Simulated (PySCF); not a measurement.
Geometry (Å), atoms numbered from 1 in this order:
```xyz
17

O    -3.235    2.309   -0.222
B    -3.128    0.960   -0.046
O    -4.225    0.189   -0.259
C    -1.815    0.240    0.392
C    -1.639   -1.107    0.645
C    -0.324   -1.448    1.043
C     0.513   -0.354    1.094
S     2.208   -0.308    1.576
Si    3.049   -0.623   -0.387
S    -0.333    1.086    0.655
H    -2.429    2.801   -0.043
H    -4.986    0.723   -0.515
H    -2.455   -1.823    0.541
H     0.016   -2.455    1.289
H     2.627   -1.947   -0.930
H     4.530   -0.586   -0.205
H     2.610    0.459   -1.315
```

Geometry: PBE0-D3(BJ)/def2-SVP; GIAO absolute shieldings from PySCF 2.14, gas phase, non-relativistic, averaged over equivalent atoms.

At PBE0/pcSseg-1 (226 basis functions, 2.3 min wall time on 1 thread of an Intel Xeon, shared host):
```
      atoms  σ (ppm)
      O1/O3    222.9
         B2     76.5
         C7     37.5
         C4     37.9
         C5     40.2
         C6     40.9
        S10    230.6
         S8    637.8
        Si9    388.9
        H13    23.47
        H14    23.90
H15/H16/H17    26.66
    H11/H12    27.34
```

Q: Predict the values at wB97X-D/pcSseg-1 on the same geometry.

A: 
```tsv
atoms	σ at wB97X-D/pcSseg-1	change
O1/O3	227.7	+4.8
B2	77.1	+0.6
C7	35.1	-2.4
C4	36.8	-1.1
C5	39.1	-1.1
C6	40.0	-0.9
S10	225.2	-5.4
S8	640.5	+2.7
Si9	388.3	-0.6
H13	23.62	+0.15
H14	24.02	+0.12
H15/H16/H17	26.84	+0.18
H11/H12	27.49	+0.15
```

The largest change is at S10 (aromatic ring sulfur). Cost: 226 basis functions, 3.1 min wall time (2.6 min CPU) on 1 thread of an Intel Xeon, shared host. The order of the carbon signals is the same at both levels.

A carbon bonded to boron is broadened by the quadrupolar boron nucleus and is often missing from a measured spectrum.
